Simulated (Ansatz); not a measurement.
C$_{3}$H$_{4}$Si. Total charge 0; spin multiplicity 1. The bonds changed during the relaxation, so this is another structure than the one it started from.

```xyz
8

C     0.121   -1.046   -0.159
C    -1.098   -0.675   -0.519
Si   -0.094    0.818    0.124
C     1.238   -0.535    0.335
H    -2.042   -1.097   -0.204
H     0.291    1.807   -0.901
H    -0.656    1.352    1.379
H     2.241   -0.625   -0.056
```

Task: What are the harmonic wavenumbers in cm⁻¹ at PBE0-D4/def2-TZVP (Ansatz, finite differences of forces, unscaled)? (Best estimate.)

Result: The calculation gave: 364, 473, 531, 582, 608, 646, 694, 767, 875, 926, 948, 968, 1255, 1771, 2263, 2289, 3241, 3242.

Task: Is this a minimum?

Result: Yes, all 18 modes are real.

Task: Give the ideal-gas thermochemistry at 298.15 K and 1 bar (rigid rotor, harmonic oscillator; point group C2, symmetry number 2).

Result: Zero-point energy 134.2 kJ/mol; H(298) − E = 148.5 kJ/mol; entropy 276.0 J/(mol·K), of which translation 161.5, rotation 94.4, vibration 20.1; G(298) − E = 66.2 kJ/mol.

Task: And at 400, 500, 600, 800 and 1000 K?

Result: 
| T (K) | H − E (kJ/mol) | S (J/mol/K) | G − E (kJ/mol) |
| --- | --- | --- | --- |
| 400 | 157.5 | 301.7 | 36.8 |
| 500 | 167.9 | 324.8 | 5.5 |
| 600 | 179.5 | 345.9 | -28.1 |
| 800 | 205.3 | 382.9 | -101.1 |
| 1000 | 233.6 | 414.5 | -180.9 |
